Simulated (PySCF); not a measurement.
A calculated (M06-2X, PySCF 2.14, aug-cc-pVDZ-DK, scalar relativity by spin-free X2C-1e) atom or ion has these occupied shells.

```tsv
shell	electrons	orbital energy (eV)	rms radius, mean of both spins (bohr)
1s	2	-9641.5	0.0580
2s	2	-1212.5	0.245
2p	6	-1055.9	0.219
3s	2	-162.13	0.735
3p	6	-114.81	0.777
3d	10	-36.880	0.995
```

Q: Name the element and its charge.

A: Zn²⁺ (zinc, charge +2), in [Ar] 3d10, closed-shell 1S.
